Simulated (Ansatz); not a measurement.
Molecule: PO, net charge 0, doublet state. 
Geometry from a B3LYP-D3(BJ)/def2-TZVP (Ansatz, a first-principles code) optimisation:
```xyz
2

P      0.0000     0.0000    -0.5147
O      0.0000     0.0000     0.9651
```
Charge 0, spin multiplicity 2.

Quantity: atomisation energy (electronic, to ground-state atoms), in kcal/mol. Cores are frozen in the correlated levels unless marked. UHF or UKS for open shells. No spin-orbit coupling. No relativistic terms. The coupled-cluster limit lacks core correlation, which all-electron functionals hold. Basis-set limits of correlation are two-point, X^-3; Hartree-Fock from the larger set (for Q and 5 zeta extrapolated as (X+1)exp(-9√X)). [CCSD(T)-MP2]/basis is that difference in the basis named. The program attaches cautions to a run behind HF/STO-3G: large difference.

```csv
level,program,atomisation energy (kcal/mol)
HF/STO-3G,Ansatz,7.9
HF/6-31G,Ansatz,-9.1
revPBE-D4/def2-TZVPD,Ansatz + dftd4,146.5
revPBE/def2-TZVPD,Ansatz,145.1
r2SCANh-D4/def2-TZVPD,Ansatz + dftd4,137.5
CAM-B3LYP-D3(BJ)/def2-TZVPD,Ansatz + dftd3,144.4
LC-wPBE-D3(BJ)/def2-TZVPD,Ansatz + dftd3,139.8
B2GP-PLYP/def2-TZVPD,Ansatz,140.8
RPA@PBE/cc-pV(Q+d)Z,Ansatz,135.8
RI-MP2/def2-TZVPPD,Ansatz,142.9
"RI-MP2/CBS(def2-TZVPP,def2-QZVPP)",Ansatz,150.8
SCS-MP2/6-31G,Ansatz,49.8
SCS-MP2/aug-cc-pV(Q+d)Z,Ansatz,147.9
CCSD/cc-pwCVTZ,Ansatz,125.7
"CCSD/CBS(aug-cc-pV(T+d)Z,aug-cc-pV(Q+d)Z)",Ansatz,134.2
"CCSD/CBS(cc-pV(T+d)Z,cc-pV(Q+d)Z)",Ansatz,133.4
CCSD(T)/6-31G,Ansatz,64.5
CCSD(T)/aug-cc-pV(T+d)Z,Ansatz,135.1
CCSD(T)/cc-pVTZ,Ansatz,129.5
"RI-MP2/CBS(def2-TZVPPD,def2-QZVPPD)+[CCSD(T)-MP2]/def2-SVPD",Ansatz,140.8
"CCSD(T)/CBS(cc-pV(Q+d)Z,cc-pV(5+d)Z)",Ansatz,142.6
```
